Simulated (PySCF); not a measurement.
**BeN from Hartree–Fock to correlated methods**

State: ⁴Σ⁻ (quartet), unpaired electrons σ ↑, π ↑↑. Set-up: Be def2-TZVPP, N def2-TZVPP; no relativity (PySCF 2.14). De refers to Be + N in their high-spin ground configurations, without counterpoise correction. The functionals are run spin-unrestricted. A positive dipole means Be(−)N(+).

```
      Level  Re (Å)  ωe (cm⁻¹)  De (eV)  μ (D)
        UHF   1.595        983     0.98  -1.63
    UHF-MP2   1.605        959     1.57    n/a
UHF-SCS-MP2   1.609        948     1.49    n/a
   UHF-CCSD   1.613        926     1.18    n/a
UHF-CCSD(T)   1.618        912     1.26    n/a
        PBE   1.620        905     2.22  -1.17
       BLYP   1.622        896     2.13  -1.22
     r²SCAN   1.615        912     2.06  -1.32
    r²SCANh   1.611        922     2.00  -1.36
      B3LYP   1.607        933     2.01  -1.34
       PBE0   1.605        944     2.01  -1.32
      B97-3   1.611        928     1.86  -1.18
    ωB97M-V   1.603        945     1.71  -1.37
```

The bond length runs from 1.595 Å (UHF) to 1.622 Å (BLYP). De spans 0.98 eV (UHF, mean field) to 2.22 eV (PBE, GGA). Correlation at CCSD(T) changes the Hartree–Fock bond energy by +0.28 eV; the triples alone change it by +0.08 eV.

Correlated steps freeze 1 core orbital. The state was picked by a PBE0 search and need not be the measured ground state.
